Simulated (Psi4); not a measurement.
C$_{5}$H$_{15}$Si$_{2}$Te (SMILES C[Si](C)[Te][Si](C)(C)C), doublet, geometry from GFN2-xTB (all electrons, no relativity). Base run: PBE/STO-3G (Psi4 1.11).

Geometry (Å):
```xyz
23

C      2.2716     0.8979    -2.0286
Si     1.9151    -0.4237    -0.6861
C      3.5533    -0.6353     0.2751
Te     0.1809     0.3607     0.9852
Si    -1.8128    -0.2776    -0.3936
C     -1.7288     0.4067    -2.1696
C     -2.0038    -2.1707    -0.4907
C     -3.3229     0.4612     0.4906
H      1.3708     1.1670    -2.5710
H      3.0038     0.5495    -2.7508
H      2.6642     1.8013    -1.5663
H      4.3504    -0.9972    -0.3669
H      3.8693     0.3179     0.6928
H      3.4402    -1.3354     1.0964
H     -0.9256    -0.0651    -2.7276
H     -1.5516     1.4779    -2.1716
H     -2.6549     0.2258    -2.7066
H     -2.1011    -2.6027     0.5004
H     -2.8825    -2.4539    -1.0623
H     -1.1381    -2.6242    -0.9641
H     -4.2460     0.1960    -0.0159
H     -3.3904     0.0998     1.5119
H     -3.2655     1.5446     0.5287
```
Charge 0, spin multiplicity 2.
Orbitals are unrestricted.
All else is at Psi4's defaults, with exact integrals.
Base energy -7317.58244 Eh.

Variants of this job, named by their change:

| change | ΔE vs base (µEh) | SCF cycles | grid points | basis functions |
|---|---|---|---|---|
| base | 0.0 | 9 | 481780 | 85 |
| guess = core | 0.0 | 17 | 481780 | 85 |
| e_convergence = 1e-10 | 0.0 | 12 | 481780 | 85 |
| dft_spherical_points = 110 | 182 | 9 | 175988 | 85 |
| d_convergence = 1e-10 | 0.0 | 17 | 481780 | 85 |
| e_convergence = 1e-8 | 0.0 | 10 | 481780 | 85 |
| dft_pruning_scheme = treutler | -25.2 | 9 | 269706 | 85 |
| dft_spherical_points = 590 | 44.8 | 9 | 939452 | 85 |
| dft_radial_points = 99 | 584 | 9 | 632388 | 85 |
| guess = sadno | 0.0 | 10 | 481780 | 85 |
| dft_basis_tolerance = 1e-8 | 0.0 | 9 | 477684 | 85 |

Open shells are given as the SCF converged; they aren't shown to be the lowest states, and a large step between rows can be another state.
